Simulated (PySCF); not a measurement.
C₆H₉BO₆, SMILES CC(=O)OB(OC(C)=O)OC(C)=O (GFN2-xTB optimised geometry):

```
22

B     -0.362     0.021     0.000
O      1.006     0.021     0.000
C      1.818    -1.044    -0.251
C      3.239    -0.712     0.098
O      1.432    -2.079    -0.704
H      3.887    -1.542    -0.168
H      3.306    -0.512     1.165
H      3.539     0.189    -0.431
O     -1.064    -1.150     0.038
C     -2.355    -1.336    -0.333
C     -2.950    -2.535     0.332
O     -2.903    -0.618    -1.120
H     -3.887    -2.799    -0.148
H     -3.133    -2.284     1.376
H     -2.245    -3.360     0.297
O     -0.944     1.254     0.000
C     -2.205     1.533     0.437
C     -2.855     2.603    -0.378
O     -2.680     0.978     1.385
H     -3.686     3.036     0.170
H     -3.229     2.131    -1.286
H     -2.128     3.360    -0.656
```

Calculation: PBE0/def2-SVP run with PySCF.

Q: What are the frontier orbital energies and the dipole moment?

A: HOMO-2 -8.38 eV, HOMO-1 -8.23 eV, HOMO -8.08 eV, LUMO -0.82 eV, LUMO+1 0.04 eV; dipole moment 1.64 D.

Meta-Löwdin charges at PBE0/def2-SVP: B1 0.57, O2 -0.37, C3 0.52, C4 -0.34, O5 -0.40, H6 0.13, H7 0.13, H8 0.13, O9 -0.36, C10 0.54, C11 -0.34, O12 -0.43, H13 0.13, H14 0.14, H15 0.13, O16 -0.37, C17 0.54, C18 -0.34, O19 -0.42, H20 0.13, H21 0.15, H22 0.13.
